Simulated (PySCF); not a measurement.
# Titanium: a sound run and one with changed settings

Sound run: Ti⁺ [Ar] 3d2 4s1, Ti²⁺ [Ar] 3d2. Computed with PySCF 2.14 in pcseg-2 (6s4p3d2f1g, 56 functions), with no relativity, point nucleus. In the sound run the correlated levels freeze [Ar]. The sound run starts from symmetry-adapted Hartree-Fock orbitals and uses a fine grid where one is needed.

Changed run: initial guess sap, at most 50 SCF cycles.

| species | method | sound run (hartree) | changed run (hartree) | converged |
| --- | --- | --- | --- | --- |
| Ti⁺ | UHF | -848.19356 | -848.16316 | yes |
| Ti⁺ | r2SCAN | -849.07682 | -849.08589 | yes |
| Ti⁺ | MN15 | -849.12941 | -849.15025 | yes |
| Ti²⁺ | UHF | -847.72082 | -847.67097 | yes |
| Ti²⁺ | r2SCAN | -848.57194 | -848.57194 | yes |
| Ti²⁺ | MN15 | -848.64100 | -848.63549 | yes |
| Ti²⁺ | MP2 | -847.72488 | -847.68010 | yes |

The plain start fixes occupations by D2h representation alone, and Ti⁺ at UHF, Ti⁺ at r2SCAN, Ti⁺ at MN15, Ti²⁺ at UHF, Ti²⁺ at MN15 landed in another state (other ⟨L²⟩ or ⟨S²⟩).
